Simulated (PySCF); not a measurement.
SMILES O=C[SiH2][SiH2]S (CH6OSSi2), GFN2-xTB optimised geometry.

```
11

O      1.36    -2.12     0.00
C      0.15    -2.12     0.00
Si    -0.83    -0.48     0.00
Si     0.88     1.08     0.02
S      0.07     3.09    -0.05
H     -0.39    -3.09     0.00
H     -1.72    -0.53    -1.16
H     -1.71    -0.53     1.18
H      1.72     1.06     1.22
H      1.72     1.10    -1.17
H     -0.58     3.04     1.11
```

Density from CAM-B3LYP/def2-TZVP in PySCF 2.14.0 at that geometry.

Minimum of the electron density along straight lines between bonded atoms, close to the bond critical point (lines longer than 1.1 times the sum of covalent radii, or with two minima, are not listed):

```
bond     length / Å  ρ at the minimum / e bohr⁻³  ∇²ρ there / e bohr⁻⁵  position (fraction from the first atom)
-------  ----------  ---------------------------  --------------------  ---------------------------------------
O1–C2         1.207                          ___                 -0.03                                     0.67
C2–Si3        1.916                        0.117                  0.16                                     0.62
Si3–Si4       2.316                        0.101                 -0.19                                     0.52
Si4–S5        2.168                        0.095                  0.08                                     0.36
C2–H6         1.109                          ___                 -0.98                                     0.65
Si3–H7        1.468                        0.124                  0.17                                     0.49
Si3–H8        1.471                        0.123                  0.17                                     0.49
Si4–H9        1.464                        0.127                  0.17                                     0.49
Si4–H10       1.458                        0.128                  0.17                                     0.50
S5–H11        1.324                        0.221                   ___                                     0.63
```

Task: Fill in the missing entries.

Result: 
- O1–C2, ρ at the minimum / e bohr⁻³: 0.422
- C2–H6, ρ at the minimum / e bohr⁻³: 0.278
- S5–H11, ∇²ρ there / e bohr⁻⁵: -0.66
